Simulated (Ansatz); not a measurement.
`C#[C][Ge]([F])([C]#C)[C]#C` at its PBE0-D4/def2-TZVP geometry, where that method's forces vanish. The species carries charge 0 and has multiplicity 1.

```
atom   x (Å)   y (Å)   z (Å)
  C1  -2.303   1.616  -0.924
  C2  -1.324   0.931  -0.784
 Ge3   0.204  -0.140  -0.536
  F4   0.802  -0.547  -2.105
  C5   1.572   0.799   0.353
  C6   2.435   1.400   0.937
  C7  -0.212  -1.754   0.337
  C8  -0.483  -2.776   0.911
  H9  -3.170   2.224  -1.053
 H10   3.203   1.933   1.450
 H11  -0.722  -3.685   1.415
```

For each bond, give half the difference of the two atoms' forces along it (eV/Å; positive pushes the atoms apart) under PBE-D4, r2SCAN-D4, B3LYP-D4, ωB97M-V in def2-TZVPP. (Best estimate.)

Ansatz gave: 
```tsv
bond	length (Å)	PBE-D4	r2SCAN-D4	B3LYP-D4	ωB97M-V
C1–C2	1.203	0.93	0.39	-0.04	-0.25
C1–H9	1.066	-0.36	-0.23	-0.10	0.04
C2–Ge3	1.882	-0.53	-0.20	0.05	0.16
Ge3–F4	1.727	0.61	0.08	0.29	0.05
Ge3–C5	1.882	-0.53	-0.21	0.05	0.16
Ge3–C7	1.882	-0.53	-0.21	0.05	0.16
C5–C6	1.203	0.93	0.39	-0.04	-0.25
C6–H10	1.066	-0.36	-0.23	-0.10	0.04
C7–C8	1.203	0.93	0.39	-0.04	-0.25
C8–H11	1.066	-0.36	-0.23	-0.10	0.04
```

B3LYP here is the variant with VWN-RPA as its local correlation; programs differ in this.
